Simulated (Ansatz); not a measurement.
# Which isomer of C2H6OSn gives these data?

These gas-phase data were calculated for one isomer of C2H6OSn at PBE0-D3(BJ)/def2-SVP (harmonic, unscaled wavenumbers; equilibrium rotational constants with average atomic masses):

| Quantity | Value |
| --- | --- |
| rotational constants | 6.535, 2.739, 1.977 GHz |
| all wavenumbers above 1500 cm⁻¹ | 3868, 3121, 3109, 3088, 3039, 3030 |

Candidates:

(1) `C[CH2][Sn][OH]`, a singlet
(2) `C[O][Sn][CH3]`, a singlet

Question: Assign the data to one candidate and say why.

Answer: Candidate (1). The band at 3868 cm⁻¹ lies where the O–H stretch is expected; (2) has no mode between 3300 and 4000 cm⁻¹.

The same quantities for all candidates:

```
     rotational constants (GHz)         wavenumbers above 1500 cm⁻¹  E above the lowest, PBE0-D3(BJ)/def2-SVP (kcal/mol)
(1)         6.535, 2.739, 1.977  3868, 3121, 3109, 3088, 3039, 3030                                                  0.0
(2)          7.839, 2.564, 1.98  3182, 3148, 3072, 3051, 3044, 2971                                                  8.3
```

Each candidate is one conformer. Atoms past krypton carry core potentials. Programs: Ansatz 0.2.0.
